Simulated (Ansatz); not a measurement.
`[SiH3][SiH2]Br` + `B[SiH2]N` → `B[SiH2]N[SiH3]` + `[SiH3]Br` at 298.15 K and 1 bar (cleavage of the Si–Si bond).

Isolated molecules relaxed with PBE0-D4/def2-TZVP in Ansatz; ΔE leaves out vibrations. CCSD(T)/CBS is the MP2 limit (def2-TZVPP, def2-QZVPP) plus CCSD(T) − MP2 in def2-TZVPP, frozen cores. For Br outer-core shells are correlated without core-valence functions, which leaves a few kJ/mol of doubt a bond. Scalar relativity is left out up to krypton. Each species was taken in one conformer, which may not be the lowest.

| species | CCSD(T)/CBS energy (Eh) | H − E (kJ/mol) | S (J/(mol·K)) |
| --- | --- | --- | --- |
| `[SiH3][SiH2]Br` | -3154.51510 | 130.6 | 334.9 |
| `B[SiH2]N` | -372.16627 | 181.6 | 304.5 |
| `B[SiH2]N[SiH3]` | -662.46710 | 228.4 | 367.8 |
| `[SiH3]Br` | -2864.23411 | 79.2 | 262.6 |

H − E and S are ideal-gas, rigid-rotor, harmonic terms from PBE0-D4/def2-TZVP, for one conformer and one mirror image of each species. 1 Eh = 2625.50 kJ/mol, R = 8.31446 J/(mol·K).

**Question.** By hand: ΔE, ΔH, ΔS and ΔG.

**Answer.** ΔE = (-662.46710) + (-2864.23411) − (-3154.51510) − (-372.16627) = -0.01984 Eh = -52.1 kJ/mol. Δ(H − E) = 228.4 + 79.2 − 130.6 − 181.6 = -4.6, so ΔH = -56.7 kJ/mol. ΔS = 367.8 + 262.6 − 334.9 − 304.5 = -9.0 J/(mol·K). ΔG = -56.7 − 298.15 × (-9.0)/1000 = -54.0 kJ/mol.

**Question.** By hand: the equilibrium constant, and the temperature at which ΔG would vanish if ΔH and ΔS stayed fixed.

**Answer.** log₁₀ K = −ΔG/(RT ln 10) = 9.5. ΔG = 0 at ΔH/ΔS = 6300 K, far beyond where these terms or the molecules hold.

The number of gas molecules stays the same, so ΔS is small and ΔH decides. A doubt of 5 kJ/mol in ΔE shifts log₁₀ K by 0.9 here. Other conformers and mirror images would add mixing entropy, several J/(mol·K) or more a flexible species. Modes under 60 cm⁻¹, often nearly free rotors, make the harmonic entropy too high. These are equilibria of isolated gas molecules and say nothing of rates. Largest T1 diagnostic: 0.011 (customary marks: 0.02 for closed shells, 0.045 for open ones).
